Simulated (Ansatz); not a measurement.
`[CH3][SnH]([NH2])[Cl]` and `C[O][SnH]([CH3])[NH2]` differ in one atom or group.

Ansatz, PBE0-D4/def2-TZVP geometries, multiplicity 1. Each molecule was computed in one conformer, which needn't be the lowest.

Elements past krypton have def2 core potentials.

```tsv
property	`[CH3][SnH]([NH2])[Cl]`
size of the dipole moment (PBE/def2-TZVPP) / D	3.78
HOMO energy (PBE/def2-TZVPP) / eV	-6.01
size of the dipole moment (ωB97M-V/def2-TZVPP) / D	3.91
LUMO energy (ωB97M-V/def2-TZVPP) / eV	1.50
HOMO energy (B3LYP/def2-TZVPP) / eV	-7.17
HOMO energy (PBE0/def2-TZVPP) / eV	-7.43
```

**Question.** What does the change do to each property? (Estimate.)

**Answer.** Ansatz gave: 
```tsv
property	`C[O][SnH]([CH3])[NH2]`	shift
size of the dipole moment (PBE/def2-TZVPP) / D	0.97	-2.81
HOMO energy (PBE/def2-TZVPP) / eV	-5.66	0.35
size of the dipole moment (ωB97M-V/def2-TZVPP) / D	1.06	-2.85
LUMO energy (ωB97M-V/def2-TZVPP) / eV	1.67	0.17
HOMO energy (B3LYP/def2-TZVPP) / eV	-6.98	0.19
HOMO energy (PBE0/def2-TZVPP) / eV	-7.21	0.22
```

With PBE0 the HOMO rises by 0.22 eV and the LUMO rises by 0.34 eV, so the gap widens by about 0.12 eV. PBE moves the HOMO by 0.35 eV and ωB97M-V by 0.19 eV. Dipoles are sizes alone; their direction can turn.

B3LYP here is the variant with VWN-RPA as its local correlation; programs differ in this.
